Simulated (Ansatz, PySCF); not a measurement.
Gas-phase reaction in SMILES: [F][Ge]([F])([Br])[Br] [dibromo(difluoro)germane] + 4 [H][H] (H2) → 2 Br (HBr) + 2 F (HF) + [GeH4] (GeH4)
Structures are relaxed separately at B3LYP-D3(BJ)/def2-TZVP in Ansatz (an electronic-structure program). Frequencies are from Ansatz or PySCF.

Wanted: energy of full hydrogenation (0 K, with B3LYP-D3(BJ) harmonic zero-point energies), in kJ/mol. Cores are frozen in the correlated levels unless marked. No spin-orbit coupling. Frozen are the shells of the preceding noble gas and the d and f shells that filled before the atom's block. Non-relativistic. CBS(X,Y): correlation extrapolated as X^-3; Hartree-Fock from the larger set.

CCSD(T)/CBS(cc-pVTZ,cc-pVQZ) (Ansatz) gives 257.8 kJ/mol.

Problem. Another calculation gave 210.3 kJ/mol. Which level was it?
A. SVWN5/def2-TZVPD (Ansatz)
B. wB97X/def2-TZVPD (Ansatz)
C. r2SCAN/def2-TZVPD (Ansatz)
D. PBE-QIDH/def2-TZVPD (Ansatz)

Solution. B, wB97X/def2-TZVPD (Ansatz). The others give 239.3 (PBE-QIDH), 195.6 (SVWN5), 252.8 (r2SCAN) kJ/mol.
